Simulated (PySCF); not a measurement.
C5H11O2 (doublet state).
Structure used (GFN2-xTB), in Å, numbered top down from 1:
```xyz
18
C5H11O2 angstrom
C     -2.169    2.083   -0.631
C     -1.782    0.689   -0.393
O     -1.175    0.553    0.879
C     -0.723   -0.736    1.149
O      0.322   -1.158    0.333
C      1.535   -0.445    0.535
C      2.580   -0.986   -0.425
H     -1.907    2.835    0.083
H     -2.731    2.334   -1.507
H     -1.082    0.330   -1.174
H     -2.662    0.015   -0.455
H     -0.422   -0.717    2.208
H     -1.524   -1.478    0.999
H      1.861   -0.579    1.578
H      1.368    0.626    0.364
H      2.242   -0.868   -1.451
H      3.515   -0.449   -0.293
H      2.746   -2.043   -0.236
```

The hyperfine couplings belong to this conformer and change with its torsions.

The species is `[CH2]COCOCC` [radical].

Method: UKS B3LYP, pcH-1 on C H O, non-relativistic, mean-field spin-orbit, GIAO (PySCF 2.14.0). The structure is a single GFN2-xTB conformer in the gas phase; no vibrational or solvent corrections. The geometry wasn't refined by DFT: couplings that depend on bond lengths, twists or pyramidal angles can differ widely from those at the functional's own minimum. The SCF solution wasn't tested for stability.

**Question.** The isotropic 13C couplings are +86.8, -39.4, -1.2 MHz. Assign them to C1; C2; C4.

**Answer.** 
| site | a_iso (MHz) | ρ(0) (bohr⁻³) | position | distance from C1 (Å) | spin population | largest \|T\| (MHz) |
| --- | --- | --- | --- | --- | --- | --- |
| C1 | +86.8 | +0.0773 | largest spin population | 0.00 | +1.08 | 163.7 |
| C2 | -39.4 | -0.0350 | 1 bond from C1 | 1.47 | -0.09 | 2.7 |
| C4 | -1.2 | -0.0011 | 3 bonds from C1 | 3.63 | 0.00 | 0.5 |

**Question.** Match the computed a_iso(17O) values +1.7, -1.2 MHz with the sites O3; O5.

**Answer.** 
```csv
site,a_iso (MHz),ρ(0) (bohr⁻³),position,distance from C1 (Å),spin population,largest |T| (MHz)
O3,+1.7,-0.0028,2 bonds from C1,2.37,0.00,1.7
O5,-1.2,+0.0020,4 bonds from C1,4.20,0.00,1.0
```

ρ(0) is the spin density at the nucleus and T the dipolar tensor; entries for several nuclei are means. The Mulliken spin populations are largest on C1 (+1.08) and C2 (-0.09). C1 is the only atom above +0.15. The angles at C1 add up to 360.0°, so it is planar; its axial dipolar tensor and the negative couplings of its protons fit spin in a p orbital normal to that plane.

Nuclei that the bonding pattern makes equivalent are averaged, as if the motion that swaps them (rotation, inversion, ring flip) were fast. The 1H value of +131.0 MHz is a mean of couplings from 119.8 to 142.2 MHz in this one geometry, not an average over conformers.
